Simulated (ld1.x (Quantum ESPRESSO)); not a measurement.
Transferability test, PAW potential for molybdenum

```
Element                 : molybdenum
Generator               : ld1.x (Quantum ESPRESSO) 7.5
Type                    : PAW
Functional              : revPBE
Relativity              : scalar-relativistic
Frozen core             : [Ar] 3d10
Valence charge          : 14
Reference configuration : 4s2 4p6 4d4 5s2 5p0
Partial waves           : 4s (bound): rcut 1.55, rcutus 2.00 bohr; 5s (bound): rcut 1.55, rcutus 2.00 bohr; 4p (bound): rcut 1.70, rcutus 2.25 bohr; 5p (bound, empty): rcut 1.70, rcutus 2.25 bohr; 4d (bound): rcut 1.65, rcutus 2.00 bohr; 4d channel at 0.35 Ry: rcut 1.65, rcutus 2.00 bohr
Local potential         : all-electron potential smoothed inside 1.60 bohr (lloc = -1)
Core correction         : Bessel-smoothed model core inside 1.05 bohr
Augmentation charge     : BG, radius 1.60 bohr
```

Energies are relative to the spin-unpolarised reference configuration 4s2 4p6 4d4 5s2 5p0; without spin polarisation the order of configurations can differ from experiment.

Its overlap operator is not positive definite in a basis up to 400 Ry (lowest eigenvalue p -0.40), so the file is unfit for use: the generalised eigenproblem breaks down once the basis is large enough, and its test numbers describe a broken file.

```
valence configuration  charge  ΔE all-electron (eV)  error AE − PS (meV)
  4s2 4p6 4d5 5s1 5p0       0                -0.227                 +188
  4s2 4p6 4d5 5s0 5p0      +1                 6.545                 +216
  4s2 4p6 4d4 5s0 5p0      +2                21.921                 +116
  4s2 4p6 4d5 5s0 5p1       0                 2.881                 +146
  4s2 4p6 4d4 5s1 5p1       0                 3.523                 +2.0
4s2 4p6 4d5 5s0.5 5p0    +0.5                 2.448                 +211
  4s2 4p6 4d4 5s1 5p0      +1                 7.780                  -75
```

Levels in the configuration 4s2 4p6 4d5 5s0 5p0:

```csv
level,all-electron (eV),pseudo (eV)
4s,-71.022,-71.316
4p,-45.210,-45.537
4d,-10.326,-10.396
```

The ghost test of this file was not conclusive.
